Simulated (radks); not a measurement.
The silicon ion Si2+ inside a hard spherical wall (all orbitals vanish at R), configuration held at [Ne] 3s2 and not refilled when levels cross. Method: non-relativistic Kohn-Sham, LDA (Slater exchange, VWN5 correlation), spin-unpolarised, spherical densities, point nucleus; computed with a radial shooting solver on a logarithmic mesh with Libxc functionals. Eigenvalues in eV, with the zero of energy where the potential of the charges vanishes at infinity; a dash marks a level that is unbound or too diffuse for the functional's potential to be trusted. A positive occupied level is held by the wall or, in an anion where self-interaction has pushed it up, behind a barrier. The pressure on the wall is -dE/dV.

R (bohr) = free: E (hartree) -287.31809; kinetic (hartree) 286.651; e(1s) -1795.7; e(2s) -159.43; e(2p) -117.03; e(3s) -28.601; e(3p, empty) -20.665; e(3d, empty) -10.786; pressure (GPa) 0
R (bohr) = 20: E (hartree) -287.31809; kinetic (hartree) 286.651; e(1s) -1795.7; e(2s) -159.43; e(2p) -117.03; e(3s) -28.601; e(3p, empty) -20.665; e(3d, empty) -10.786; pressure (GPa) < 0.0001
R (bohr) = 15: E (hartree) -287.31809; kinetic (hartree) 286.651; e(1s) -1795.7; e(2s) -159.43; e(2p) -117.03; e(3s) -28.601; e(3p, empty) -20.665; e(3d, empty) -10.786; pressure (GPa) < 0.0001
R (bohr) = 12: E (hartree) -287.31809; kinetic (hartree) 286.651; e(1s) -1795.7; e(2s) -159.43; e(2p) -117.03; e(3s) -28.601; e(3p, empty) -20.665; e(3d, empty) -10.785; pressure (GPa) < 0.0001
R (bohr) = 10: E (hartree) -287.31809; kinetic (hartree) 286.651; e(1s) -1795.7; e(2s) -159.43; e(2p) -117.03; e(3s) -28.601; e(3p, empty) -20.665; e(3d, empty) -10.783; pressure (GPa) < 0.0001
R (bohr) = 8: E (hartree) -287.31809; kinetic (hartree) 286.651; e(1s) -1795.7; e(2s) -159.43; e(2p) -117.03; e(3s) -28.600; e(3p, empty) -20.664; e(3d, empty) -10.747; pressure (GPa) 0.000410
R (bohr) = 7: E (hartree) -287.31804; kinetic (hartree) 286.652; e(1s) -1795.7; e(2s) -159.43; e(2p) -117.03; e(3s) -28.598; e(3p, empty) -20.656; e(3d, empty) -10.656; pressure (GPa) 0.00629
R (bohr) = 6: E (hartree) -287.31750; kinetic (hartree) 286.659; e(1s) -1795.7; e(2s) -159.40; e(2p) -117.00; e(3s) -28.574; e(3p, empty) -20.604; e(3d, empty) -10.365; pressure (GPa) 0.0915
R (bohr) = 3.5: E (hartree) -287.18155; kinetic (hartree) 287.459; e(1s) -1792.8; e(2s) -156.90; e(2p) -114.49; e(3s) -25.520; e(3p, empty) -16.224; e(3d, empty) -3.344; pressure (GPa) 51.8
R (bohr) = 3: E (hartree) -286.95289; kinetic (hartree) 288.422; e(1s) -1790.1; e(2s) -154.59; e(2p) -112.15; e(3s) -21.350; e(3p, empty) -11.045; e(3d, empty) 2.603; pressure (GPa) 186
R (bohr) = 2: E (hartree) -284.55232; kinetic (hartree) 295.937; e(1s) -1774.5; e(2s) -143.14; e(2p) -100.35; e(3s) 15.916; e(3p, empty) 28.748; e(3d, empty) 37.254; pressure (GPa) 3540
